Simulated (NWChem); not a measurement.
System: CrN2H3OF; SMILES [NH]=[Cr](=[O])([NH2])[F]

Excerpt of the output:

```
             Northwest Computational Chemistry Package (NWChem) 7.3.0
             --------------------------------------------------------

                             Geometry "geometry" -> ""
                             -------------------------

 Output coordinates in angstroms (scale by  1.889725989 to convert to a.u.)

  No.       Tag          Charge          X              Y              Z
 ---- ---------------- ---------- -------------- -------------- --------------
    1 Cr                  24.0000    -0.05528100     0.03183800    -0.01983200
    2 O                    8.0000    -0.25876000    -0.20456500     1.49837700
    3 N                    7.0000    -1.45905600     0.00370200    -0.82867200
    4 H                    1.0000    -2.41644800    -0.16399700    -0.50457300
    5 F                    9.0000     0.73188300     1.54743600    -0.28020700
    6 N                    7.0000     0.93135900    -1.30465800    -0.69288300
    7 H                    1.0000     1.63216000    -1.78027000    -0.13239500
    8 H                    1.0000     0.71670700    -1.79194600    -1.55528600

 Effective nuclear repulsion energy (a.u.)     344.1212313802

                              NWChem Property Module
                              ----------------------

  itol2e modified to match energy
  convergence criterion.

                                 NWChem DFT Module
                                 -----------------

 Summary of "ao basis" -> "ao basis" (spherical)
 ------------------------------------------------------------------------------
       Tag                 Description            Shells   Functions and Types
 ---------------- ------------------------------  ------  ---------------------
 Cr                         def2-svp                11       31   5s3p2d1f
 O                          def2-svp                 6       14   3s2p1d
 N                          def2-svp                 6       14   3s2p1d
 H                          def2-svp                 3        5   2s1p
 F                          def2-svp                 6       14   3s2p1d

  itol2e modified to match energy
  convergence criterion.

[...]

          -----------------------
          Electric field gradient
          -----------------------

 1 a.u. = 0.324123 10**(16) esu/cm**3  ( or statvolts/cm**2 ) = 0.97174 10**(22) v/m**2

 ------------------------------------------------------------
   Atom      X         Y         Z
 ------------------------------------------------------------
    1 Cr  -0.10447   0.06017  -0.03748
 ------------------------------------------------------------

 Electric field gradient in molecular frame (a.u.)
         XX             YY             ZZ             XY             XZ             YZ
 ------------------------------------------------------------------------------------------
        0.132496      -0.156163       0.023667      -0.096601       0.241165       0.052593

 Principal components (a.u.) and orientation
 of principal axis w.r.t. absolute frame                      Asymmetry parameter eta
 --------------------------------------------------------------------------------------
        0.329215      -0.265713      -0.063503                       0.614218

        0.789259      -0.490436      -0.369518
       -0.091283      -0.688781       0.719200
        0.607238       0.533904       0.588395

 ------------------------------------------------------------
   Atom      X         Y         Z
 ------------------------------------------------------------
    2 O   -0.48899  -0.38657   2.83152
 ------------------------------------------------------------

 Electric field gradient in molecular frame (a.u.)
         XX             YY             ZZ             XY             XZ             YZ
 ------------------------------------------------------------------------------------------
        0.091844      -0.147041       0.055197       0.054276      -0.102500      -0.061548

 Principal components (a.u.) and orientation
 of principal axis w.r.t. absolute frame                      Asymmetry parameter eta
 --------------------------------------------------------------------------------------
        0.196823      -0.167241      -0.029581                       0.699410

        0.738157      -0.118618       0.664119
        0.230028       0.969683      -0.082478
       -0.634202       0.213647       0.743063

 ------------------------------------------------------------
   Atom      X         Y         Z
 ------------------------------------------------------------
    3 N   -2.75722   0.00700  -1.56596
 ------------------------------------------------------------

 Electric field gradient in molecular frame (a.u.)
         XX             YY             ZZ             XY             XZ             YZ
 ------------------------------------------------------------------------------------------
       -0.041175      -0.263392       0.304567       0.030571      -0.076059      -0.195948

 Principal components (a.u.) and orientation
 of principal axis w.r.t. absolute frame                      Asymmetry parameter eta
 --------------------------------------------------------------------------------------
        0.381411      -0.324591      -0.056819                       0.702056

       -0.189867      -0.023978       0.981517
       -0.293700       0.955311      -0.033476
        0.936852       0.294628       0.188424

 ------------------------------------------------------------
   Atom      X         Y         Z
 ------------------------------------------------------------
    4 H   -4.56642  -0.30991  -0.95350
 ------------------------------------------------------------

[...]
```

Level: PBE0/def2-SVP. All runs use the structure optimised with B3LYP/6-31G* (spherical d). NWChem prints the field gradient with the sign opposite to the second derivative of the potential.

**Question.** Which NWChem input produces such a log?

**Answer.** One answer among several that fit: the input that was run:
```
start job
memory heap 200 mb stack 900 mb global 1100 mb
geometry units angstroms noautosym nocenter noautoz
  Cr    -0.055281     0.031838    -0.019832
  O     -0.258760    -0.204565     1.498377
  N     -1.459056     0.003702    -0.828672
  H     -2.416448    -0.163997    -0.504573
  F      0.731883     1.547436    -0.280207
  N      0.931359    -1.304658    -0.692883
  H      1.632160    -1.780270    -0.132395
  H      0.716707    -1.791946    -1.555286
end
basis spherical
  * library def2-svp
end
dft
  xc pbe0
  iterations 150
end
property
  efieldgrad
end
task dft property
```
